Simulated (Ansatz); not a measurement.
Cost and result for the atomization energy of CBF₅, SMILES `FB(F)C(F)(F)F` (7 atoms, 6 bonds).

Total charge 0; spin multiplicity 1. All single points use the PBE0-D4/def2-TZVP geometry. Program: Ansatz. All runs use 4 threads of an Arm Neoverse V2 on a shared host. Times are those of one run each, without the atoms' runs, and a repeat can differ threefold. Electronic energies, without spin–orbit coupling; frozen cores. CCSD(T)/CBS adds CCSD(T) − MP2 in def2-TZVPP to the MP2 limit, and its time is that of the two runs behind it. T1 = 0.013. HSE06 is the plane-wave form, built on full-range PBE exchange.

CCSD(T)/CBS is a level of theory with its own doubt, some kJ/mol a heavy atom from the limit and from the frozen cores, so smaller differences don't rank the functionals.

```tsv
level	functions	wall time	atomization (kJ/mol)	difference from CCSD(T)/CBS	per bond
LDA (SPW92)/def2-TZVPP	217	1.3 s	3796.4	681.4	113.6
PBE-D4/def2-TZVPP (with forces)	217	1.6 s	3276.6	161.6	26.9
BHLYP-D4/def2-TZVPP	217	2.1 s	2929.9	-185.1	-30.8
CAM-B3LYP-D4/def2-TZVPP	217	2.1 s	3154.5	39.5	6.6
HSE06-D4/def2-TZVPP	217	2.3 s	3143.3	28.3	4.7
r2SCAN-D4/def2-TZVPP (with forces)	217	3.2 s	3160.5	45.5	7.6
B2PLYP/def2-TZVPP	217	3.7 s	3096.3	-18.7	-3.1
RPA@PBE/def2-TZVPP	217	3.7 s	2774.5	-340.5	-56.7
PBE-QIDH/def2-TZVPP	217	3.8 s	3109.4	-5.6	-0.9
CCSD(T)/def2-SVP	98	6.5 s	2987.5	-127.5	-21.2
MP2/def2-QZVPP	399	13 s	3265.3	150.3	25.1
CCSD(T)/def2-TZVPP	217	2.9 min	3031.3	-83.7	-13.9
CCSD(T)/CBS(def2)	–	3.1 min	3115.0	0.0	0.0
```

From r2SCAN to r2SCAN0 (25 % exact exchange), in def2-TZVPP and without D4, the atomization energy moves by −115.3 kJ/mol: exact exchange takes away binding that semilocal exchange gives to molecules. In def2-TZVPP, CCSD(T) changes the Hartree–Fock value by +814.4 kJ/mol (the triples alone add +67.8 kJ/mol) and MP2 by +998.5 kJ/mol; breaking electron pairs costs correlation energy, which Hartree–Fock lacks. Leaving LDA and LC-ωPBE aside and taking each functional with its dispersion term where it has one, the values spread over 346.6 kJ/mol, from BHLYP-D4 to PBE-D4. LDA lies +531.7 kJ/mol from PBE without D4, its usual overbinding.
